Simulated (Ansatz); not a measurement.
Cd₂S₂ was relaxed with r2SCAN-D4 (def2-SVP) in Ansatz in these states: neutral quintet, neutral singlet, neutral triplet. The geometries follow in no particular order.

In the def2 sets Cd takes a core potential; there is no spin–orbit coupling.

A:

| atom | x (Å) | y (Å) | z (Å) |
| --- | --- | --- | --- |
| Cd1 | 1.332 | 1.541 | 0.482 |
| Cd2 | -1.334 | -1.538 | -0.486 |
| S3 | -1.073 | 0.642 | 0.913 |
| S4 | 1.075 | -0.645 | -0.909 |

B:

```xyz
4

Cd   -0.614    1.154    2.292
Cd    0.614   -1.154   -2.292
S    -0.911    0.279   -0.385
S     0.911   -0.280    0.385
```

C:

```csv
atom,x (Å),y (Å),z (Å)
Cd1,-1.600,0.571,1.563
Cd2,1.599,-0.572,-1.563
S3,0.823,0.089,0.810
S4,-0.823,-0.088,-0.810
```

Problem. Judge from the bond lengths which geometry belongs to which state (an estimate).

Solution. A is the neutral quintet (S3–S4 3.097 Å, Cd1–S4 2.604 Å, Cd2–S4 2.604 Å); B is the neutral triplet (S3–S4 2.055 Å, Cd1–S4 2.831 Å, Cd2–S4 2.831 Å); C is the neutral singlet (S3–S4 2.317 Å, Cd1–S4 2.582 Å, Cd2–S4 2.582 Å).

At PBE0-D4/def2-TZVP a triplet lies 1.57 eV below the neutral quintet. At PBE0-D4/def2-TZVP a triplet lies 0.07 eV below the neutral singlet. These are the stationary points nearest to one start from a short search; other shapes may lie lower in each state.
